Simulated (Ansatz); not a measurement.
`CB(O)F` + `BCB(C)O` → `BCB(O)F` + `CB(C)O`  (redistribution)

Computed with Ansatz on PBE0-D4/def2-TZVP structures; ΔE is electronic, products minus reactants. CCSD(T)/CBS adds triple-zeta CCSD(T) − MP2 to the extrapolated MP2 energy (def2 sets, frozen cores). Functionals use def2-TZVPP. HSE06 is defined as in plane-wave codes. Each species was taken in one conformer, which may not be the lowest.

```csv
level,ΔE (kcal/mol),difference from CCSD(T)/CBS
r2SCAN-D4,2.3,0.1
PBE0-D4,2.3,0.1
HSE06-D4,2.3,0.1
ωB97M-V,2.3,0.1
PBE-QIDH,2.2,0.0
PBE,2.3,0.1
revPBE,2.2,0.0
r2SCANh,2.2,0.0
HSE06,2.2,0.0
BHLYP,2.1,-0.1
LC-ωPBE,2.1,-0.1
HF/def2-TZVPP,1.9,-0.3
SCS-MP2/def2-TZVPP,2.3,0.1
HF/def2-QZVPP,1.8,-0.4
MP2/def2-QZVPP,2.4,0.2
SCS-MP2/def2-QZVPP,2.2,0.0
CCSD(T)/CBS,2.2,0
```

Largest T1 diagnostic among the species: 0.013.

Leaving LDA and LC-ωPBE aside and taking each functional with its dispersion term where it has one, the values, not all of them listed here, spread over 0.3 kcal/mol, from ωB97X-V to BLYP-D4.
